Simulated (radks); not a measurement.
Sb33+, 18 electrons, occupied as [Ar] (the NIST ground configuration). Method: non-relativistic Kohn-Sham, PBE, spin-polarised, spherical densities, point nucleus; relativity is left out, which matters for an element this heavy; computed with a radial shooting solver on a logarithmic mesh with Libxc functionals.

Radial electron density D(r) = 4 pi r^2 rho(r):

```
   r/bohr * D(r) (the largest magnitude, 78.4, reaches the edge; | marks zero)
 0.002935 |    *
 0.003672 |       *
 0.004557 |          *
 0.005701 |              *
 0.007075 |                   *
 0.008852 |                         *
  0.01099 |                                *
  0.01374 |                                      *
  0.01706 |                                          *
  0.02134 |                                            *
  0.02649 |                                           *
  0.03314 |                                        *
  0.04113 |                                       *
  0.05145 |                                         *
  0.06386 |                                                *
  0.07989 |                                                      *
  0.09915 |                                                    *
    0.124 |                                       *
    0.154 |                         *
   0.1926 |                   *
    0.239 |                      *
   0.2991 |                       *
   0.3712 |               *
   0.4643 |     *
   0.5763 |*
    0.721 *
   0.8948 *
```

D(r) has 3 maxima, at r = 0.0219, 0.0852, 0.272 bohr, and minima at 0.0408, 0.193 bohr, inside which lie 2.01, 10.42 electrons.
